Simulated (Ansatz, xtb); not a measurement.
# C4H3BrFN: which of two isomers lies lower

We compare a, `Fc1ccc(Br)[nH]1`, a singlet, with b, `Fc1cc(Br)c[nH]1`, a singlet. Both are isolated molecules in the gas phase, relaxed with B3LYP-D3(BJ)/def2-SVP.

**Question.** Estimate which is lower in electronic energy at CCSD(T)/def2-SVP + ΔMP2/def2-TZVPP, and by roughly how much.

**Answer.** CCSD(T)/def2-SVP + ΔMP2/def2-TZVPP gives E(b) − E(a) = −0.83 kcal/mol, slightly favouring structure b, which is too small a margin to settle the true order.

How the difference moves with the method:

```csv
level,geometry,E(b) − E(a) (kcal/mol),departure from the last row (kcal/mol),"job, with rough time for the two"
GFN2-xTB,GFN2-xTB,−0.10,+0.73,"optimisation, 0.1 s"
HF/STO-3G,GFN2-xTB,−0.30,+0.53,"single point, 0.56 s"
r2SCAN-D4/def2-SVP,GFN2-xTB,−0.65,+0.19,"single point, 6.3 s"
B3LYP-D3(BJ)/def2-SVP,B3LYP-D3(BJ)/def2-SVP,−0.60,+0.24,"optimisation, 40 s"
HF/def2-SVP,B3LYP-D3(BJ)/def2-SVP,−1.19,−0.36,part of the CCSD(T) run
MP2/def2-SVP,B3LYP-D3(BJ)/def2-SVP,−0.86,−0.03,part of the CCSD(T) run
CCSD(T)/def2-SVP,B3LYP-D3(BJ)/def2-SVP,−0.98,−0.14,single point
CCSD(T)/def2-SVP + ΔMP2/def2-TZVPP,B3LYP-D3(BJ)/def2-SVP,−0.83,,"single point, 1.8 min"
```

As drawn, both hold the same kinds of bond in the same numbers.

The largest departure from CCSD(T)/def2-SVP + ΔMP2/def2-TZVPP is that of GFN2-xTB, 0.73 kcal/mol. The last row adds to CCSD(T) the change of the MP2 difference between the two basis sets, here +0.14 kcal/mol.

With thermal terms from frequencies at re-optimised GFN2-xTB minima (ideal gas, soft modes damped towards free rotors, one conformer each, 298.15 K, 1 atm): on the last row, ΔE + ΔZPE = −0.81, ΔH = −0.82, ΔG = −0.79 kcal/mol.

The correlated steps freeze 15 core orbitals; the filled d shell of Br is correlated, in a basis made for valence electrons. Programs: Ansatz 0.2.0, xtb 6.7.1; the last row on 2 threads of Arm Neoverse V2 on a shared host.
